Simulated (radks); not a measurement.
The numbers below are computed, except where a source is named.
All-electron atom: the selenium ion Se21+ in [Ne] 3s2 3p1.

Code: a radial shooting solver on a logarithmic mesh with Libxc functionals. Model: non-relativistic Kohn-Sham, LDA (Slater exchange, Perdew-Wang correlation), spin-unpolarised, spherical densities, point nucleus.

Energy parts (hartree):
| part | energy |
|---|---|
| total | -2132.04921 |
| kinetic | 2130.98588 |
| electron-nucleus | -4609.12946 |
| Hartree | 401.80179 |
| exchange-correlation | -55.70743 |

Orbitals (lengths in bohr, moments of r in powers of bohr; r(max) is where P^2 peaks; r(90%) holds 90 % of the orbital's charge):
| orbital | occ. | eigenvalue (hartree) | r(90%) | <r^2> | <r> | r(max) |
|---|---|---|---|---|---|---|
| 1s | 2 | -484.5985 | 0.0802 | 0.002716 | 0.04504 | 0.02975 |
| 2s | 2 | -89.22353 | 0.304 | 0.04574 | 0.1974 | 0.1674 |
| 2p | 6 | -83.75318 | 0.276 | 0.03520 | 0.1701 | 0.1323 |
| 3s | 2 | -33.37595 | 0.712 | 0.2742 | 0.4914 | 0.4623 |
| 3p | 1 | -31.54703 | 0.703 | 0.2603 | 0.4756 | 0.4433 |
| 3d | 0 | -28.77328 | 0.649 | 0.2089 | 0.4253 | 0.3590 |
| 4s | 0 | -17.17844 | 1.31 | 0.9686 | 0.9283 | 0.9325 |

The highest occupied level is 3p at -858.44 eV. The electron density at the nucleus is 2.722e+04 e/bohr^3. The density falls to 0.001 e/bohr^3 at r = 1.21 bohr. For comparison, the ionisation energy in NIST's Atomic Spectra Database is 887 eV (semi-empirical). In exact Kohn-Sham theory the highest level is minus the ionisation energy, but local and semilocal functionals leave it too shallow, through self-interaction and a potential that decays too fast; potentials with the right tail come closer. Summed over all electrons, <r^2> = 1.117 bohr^2, which gives a Langevin (diamagnetic) susceptibility term of -0.884 x 10^-6 cm^3/mol.

Beside tabulated values, note that spin-unpolarised runs miss the spin-polarisation part of the exchange energy of open shells.
